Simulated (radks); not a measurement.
The lead ion Pb4+, 78 electrons, occupied as [Xe] 4f14 5d10 (the NIST ground configuration). Calculated with a radial shooting solver on a logarithmic mesh with Libxc functionals: scalar-relativistic Kohn-Sham, LDA (Slater exchange, Perdew-Wang correlation), spin-polarised, spherical densities, finite nucleus; Fermi nuclear charge, rms radius 5.5012 fm.

Normalised radial functions P(r) = r R(r), r in bohr:

```
   r/bohr * 5d, o 6s (the largest magnitude, 1, reaches the edge; | marks zero, & curves that meet)
0.0008246                             *o
0.0009523                             *o
   0.0011                             *o
  0.00128                             *o
 0.001479                             *o
 0.001708                             *o
 0.001988                             * o
 0.002296                             * o
 0.002652                             * o
 0.003062                             * o
 0.003565                             * o
 0.004117                             * o
 0.004755                             * o
 0.005535                             *  o
 0.006393                             *  o
 0.007383                             *  o
 0.008595                             * o
 0.009926                             * o
  0.01146                             * o
  0.01334                             *o
  0.01541                             *o
   0.0178                             o*
  0.02072                            o|*
  0.02393                            o|*
  0.02764                           o | *
  0.03217                          o  | *
  0.03716                         o   |  *
  0.04291                         o   |   *
  0.04996                         o   |    *
  0.05769                          o  |     *
  0.06663                           o |      *
  0.07695                             o       *
  0.08958                             | o      *
   0.1035                             |   o    *
   0.1195                             |    o   *
   0.1391                             |    o *
   0.1606                             |   &
   0.1855                             *o
    0.216                        * o  |
   0.2494                   *   o     |
    0.288                *    o       |
   0.3353               *      o      |
   0.3873                 *       o   |
   0.4473                      *      |o
   0.5207                             *      o
   0.6013                             |       *  o
   0.6945                             |           o  *
   0.8085                             |         o           *
   0.9337                             |   o                     *
    1.078                         o   |                          *
    1.255                 o           |                         *
     1.45           o                 |                     *
    1.674       o                     |                 *
    1.934      o                      |            *
    2.251         o                   |        *
      2.6             o               |    *
    3.002                  o          |  *
    3.495                       o     |*
    4.036                          o  |*
    4.662                            o*
    5.427                             &
    6.267                             &
```

5d: eigenvalue -61.942 eV, 2 radial nodes at r = 0.183, 0.522 bohr, <r> = 1.26 bohr, 90 % of the charge inside 1.88 bohr. 6s (empty): eigenvalue -48.461 eV, 5 radial nodes at r = 0.0187, 0.0754, 0.194, 0.436, 1.01 bohr, <r> = 2.01 bohr, 90 % of the charge inside 2.85 bohr.
